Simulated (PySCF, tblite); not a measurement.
Species: C₈H₁₂.
SMILES with atom numbers: `[CH3:1][CH2:2][CH2:3][C:4]1=[CH:5][CH:6]=[CH:7][CH2:8]1` (hydrogens: H9, H10, H11 on C1; H12, H13 on C2; H14, H15 on C3; H16 on C5; H17 on C6; H18 on C7; H19, H20 on C8)

Cartesian coordinates in Å at the GFN2-xTB level; atoms count from 1:
```xyz
20
C8H12 angstrom
C     -3.0808   -0.2558   -0.5415
C     -1.5819   -0.5194   -0.6050
C     -0.7819    0.6382    0.0070
C      0.6894    0.4140   -0.0766
C      1.5803    1.0229   -0.8767
C      2.9030    0.4931   -0.6267
C      2.8319   -0.4430    0.3276
C      1.4128   -0.5927    0.7693
H     -3.6344   -1.0883   -0.9697
H     -3.3349    0.6456   -1.0953
H     -3.4016   -0.1242    0.4900
H     -1.2756   -0.6544   -1.6446
H     -1.3538   -1.4421   -0.0676
H     -1.0351    1.5605   -0.5202
H     -1.0785    0.7543    1.0537
H      1.3711    1.7942   -1.5969
H      3.7874    0.8239   -1.1421
H      3.6375   -1.0224    0.7403
H      1.0461   -1.6063    0.5948
H      1.2940   -0.3876    1.8350
```

Computed, not measured: PBE0/pcSseg-1 in PySCF (dipole) on a GFN2-xTB geometry, gas phase.

Masses are those of the commonest isotopes; rigid-rotor values at the optimised geometry. The values belong to one conformer with, in the numbering `[CH3:1][CH2:2][CH2:3][C:4]1=[CH:5][CH:6]=[CH:7][CH2:8]1`, C1–C2–C3–C4 -179°, C2–C3–C4–C5 107°.

Give the principal moments of inertia and the rotational constants in GHz.

Ia = 83.99, Ib = 488.97, Ic = 532.87 u·Å²; 505379 MHz·u·Å²/I gives 6017, 1034 and 948.4 MHz, that is A = 6.0170, B = 1.0336, C = 0.9484 GHz.

What kind of rotor is it?

A near-prolate asymmetric top; Ray's κ = -0.966.

What does the inertial defect say?

Not planar: Δ = Ic − Ia − Ib = -40.09 u·Å². For a rigid frame Δ = −2 Σ m c², so Σ m c² = 20.05 u·Å² lies off the ab plane: 9.14 from hydrogen and 10.91 from heavier atoms. The atom farthest from that plane is 1.53 Å away.

Which lines would a microwave search look for?

The dipole components are |μa| = 0.61 D, |μb| = 0.45 D, |μc| = 0.06 D. The squared components, which scale the intensities, stand as 1.00 : 0.55 : 0.01 (a : b : c). Some lines, for components of 0.1 D or more:

```tsv
type	branch	J(Ka,Kc)	MHz	lower level (cm⁻¹)
a	Q	3(1,2) ← 3(1,3)	511	0.556
b	R	4(0,4) ← 3(1,3)	3142	0.556
a	R	3(1,2) ← 2(1,1)	6073	0.370
a	R	4(1,3) ← 3(1,2)	8096	0.573
b	R	3(1,3) ← 2(0,2)	10717	0.198
b	Q	4(2,2) ← 4(1,3)	14671	0.843
b	R	2(2,1) ← 1(1,0)	18999	0.235
b	Q	3(3,0) ← 3(2,1)	25125	1.067
b	Q	4(3,2) ← 4(2,3)	25134	1.332
b	R	3(3,0) ← 2(2,1)	31077	0.869
b	R	4(3,2) ← 3(2,1)	33055	1.067
b	R	4(3,1) ← 3(2,2)	33061	1.067
```

Estimate the classical rotational partition function at 10 K, 50 K and 298.15 K.

Point group C1, symmetry number σ = 1; q = (√π/σ)·√((kT/h)³/(ABC)), k/h = 20836.6 MHz/K: 2200 at 10 K, 24500 at 50 K, 357000 at 298.15 K.

Its GFN2-xTB frequencies are all real (lowest 35 cm⁻¹). These are rigid-rotor constants of the computed structure; measured ground-state constants (B0) also hold zero-point vibration. A rigid rotor knows nothing of internal rotation, which can split or shift real lines.
